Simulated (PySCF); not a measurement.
C2H4ClFOSi, SMILES C[Si@@](F)(Cl)C=O. Atoms are numbered in the order given.

```xyz
10

C     -1.3348    -0.9819     1.0512
Si    -0.2670    -0.0973    -0.1629
F     -0.8938    -0.1688    -1.6610
Cl    -0.0423     1.8928     0.3000
C      1.4850    -0.8619    -0.2214
O      1.7470    -1.7836     0.5189
H     -1.4333    -2.0396     0.7613
H     -2.3363    -0.5292     1.1046
H     -0.8728    -0.9428     2.0496
H      2.2663    -0.4531    -0.9175
```

Coordinates come from a ωB97X-D3(BJ)/def2-SVP optimisation. The structure was generated by enumeration; whether it is a known compound was not checked. The values are those of a single conformer.

These are ωB97X-D3(BJ)/def2-SVP (PySCF) values and carry that method's errors.

Frequencies are harmonic and unscaled.

```csv
mode,ν (cm⁻¹),IR (km/mol),Raman (Å⁴/amu),depolarisation,moving atoms (share of kinetic energy)
1,20,8.6,1.9,0.75,"O 48 %, H 23 %, Cl 10 %, C 9 %"
2,109,1.2,0.2,0.75,H 84 %
3,134,10.5,0.7,0.69,"C 35 %, O 28 %, H 21 %"
4,160,0.4,4.2,0.75,"C 38 %, H 27 %, Cl 18 %, F 13 %"
5,207,2.9,0.9,0.54,"C 23 %, H 23 %, Cl 18 %, Si 16 %, F 14 %"
6,244,8.3,1.2,0.75,"F 49 %, Cl 18 %, C 9 %, O 9 %, H 9 %"
7,258,32.3,1.8,0.70,"F 33 %, C 24 %, Si 20 %, H 15 %"
8,374,9.8,3.4,0.20,"O 37 %, Si 17 %, C 15 %, Cl 14 %, F 12 %"
9,545,78.4,8.5,0.09,"Cl 34 %, Si 28 %, C 23 %, H 11 %"
10,692,38.4,12.5,0.25,"C 48 %, Si 22 %, H 20 %"
11,773,2.1,2.2,0.75,"H 60 %, C 28 %, F 9 %"
12,795,83.9,0.7,0.68,"H 61 %, C 25 %, Si 12 %"
13,827,81.1,0.8,0.65,"Si 41 %, C 29 %, H 28 %"
14,875,45.1,3.7,0.75,"H 45 %, C 30 %, F 13 %, Si 10 %"
15,937,163.5,1.4,0.64,"Si 42 %, F 33 %, H 15 %, C 9 %"
16,1295,43.8,1.0,0.21,"H 75 %, C 24 %"
17,1395,17.7,5.3,0.48,"H 81 %, C 12 %"
18,1428,6.3,11.3,0.75,H 96 %
19,1429,4.7,9.6,0.75,H 96 %
20,1828,78.1,11.8,0.74,"C 58 %, O 41 %"
21,2911,98.7,204.5,0.33,H 92 %
22,3079,0.3,117.2,0.00,H 97 %
23,3187,0.0,67.6,0.75,"H 91 %, C 9 %"
24,3193,0.1,71.9,0.74,"H 90 %, C 10 %"
```
